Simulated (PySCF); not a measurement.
**How methods differ on the excitation energy of Xe(2+)**

Xe(2+) [Kr] 4d10 5s2 5p4 (3P) → Xe(2+) [Kr] 4d10 5s2 5p3 6s1 (5S), as a difference of total energies. Calculation: PySCF 2.14, in x2c-TZVPPall with one added diffuse shell each of s, p, d, f type (9s7p5d3f, 76 functions); scalar relativity by spin-free X2C-1e. Correlated levels: valence and next inner shell: [Ar] 3d10 frozen. The calculations carry no spin-orbit coupling.

```csv
method,excitation energy (eV)
UHF,13.986
MP2 (valence and next inner shell),14.131
SCS-MP2 (valence and next inner shell),14.304
CCSD (valence and next inner shell),14.277
CCSD(T) (valence and next inner shell),14.266
```

Problem. How much does correlation contribute at CCSD(T) (valence and next inner shell)?

Solution. 14.266 − (13.986) = 0.280 eV, measured against UHF.

The promoted electron is Rydberg-like, and one or two diffuse shells describe it only roughly, which tends to raise the upper state.
